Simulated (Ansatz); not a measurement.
Species: sum formula AlN$_{2}$H$_{4}$Br, charge 0, multiplicity 1. 
Geometry from a B3LYP-D3(BJ)/def2-TZVP (Ansatz, a first-principles code) optimisation:
SMILES: [NH2][Al]([NH2])[Br]
```xyz
8

N     -1.4045    -1.9051    -0.1394
Al     0.0754    -0.9533    -0.0664
N      1.6866    -1.6628    -0.1092
Br    -0.1029     1.3014     0.0907
H     -2.3279    -1.5036    -0.1152
H     -1.4556    -2.9086    -0.2098
H      1.8948    -2.6459    -0.1771
H      2.5356    -1.1224    -0.0677
```

Total electronic energies in hartree. Cores are frozen in the correlated levels unless marked. Spin-orbit coupling is left out. Frozen are the shells of the preceding noble gas and the d and f shells that filled before the atom's block. No relativistic terms. Basis-set limits of correlation are two-point, X^-3; Hartree-Fock from the larger set. [CCSD(T)-MP2]/basis is that difference in the basis named.

```
level                                                            program  energy (Eh)
--------------------------------------------------------  --------------  -----------
HF/STO-3G                                                         Ansatz  -2893.63699
HF/6-31G*                                                         Ansatz  -2925.38380
HF/def2-TZVPPD                                                    Ansatz  -2925.78728
SVWN5/def2-TZVPD                                                  Ansatz  -2923.20752
BLYP-D4/def2-TZVPD                                        Ansatz + dftd4  -2928.71271
BLYP/def2-TZVPD                                                   Ansatz  -2928.70012
r2SCAN/def2-TZVPD                                                 Ansatz  -2928.60877
r2SCAN-D4/def2-TZVPD                                      Ansatz + dftd4  -2928.61018
B3LYP/def2-TZVPD                                                  Ansatz  -2928.76468
PBE0/def2-QZVPP                                                   Ansatz  -2928.23734
r2SCAN0-D4/def2-TZVPD                                     Ansatz + dftd4  -2928.59064
MP2/6-31G                                                         Ansatz  -2925.56167
MP2/6-31G*                                                        Ansatz  -2925.87910
MP2/def2-SVP                                                      Ansatz  -2925.76331
RI-MP2/def2-TZVPP                                                 Ansatz  -2926.44938
RI-MP2/def2-TZVPPD                                                Ansatz  -2926.45547
SCS-MP2/STO-3G                                                    Ansatz  -2893.76022
CCSD/def2-SVP                                                     Ansatz  -2925.79797
CCSD(T)/6-31G                                                     Ansatz  -2925.59236
CCSD(T)/def2-SVP                                                  Ansatz  -2925.81110
CCSD(T)/def2-QZVPP                                                Ansatz  -2926.62356
RI-MP2/CBS(def2-TZVPP,def2-QZVPP)+[CCSD(T)-MP2]/def2-SVP          Ansatz   -2926.6556
CCSD(T)/CBS(def2-TZVPPD,def2-QZVPPD)                              Ansatz   -2926.6606
```

Totals of different functionals don't rank their quality; only differences between species are comparable.
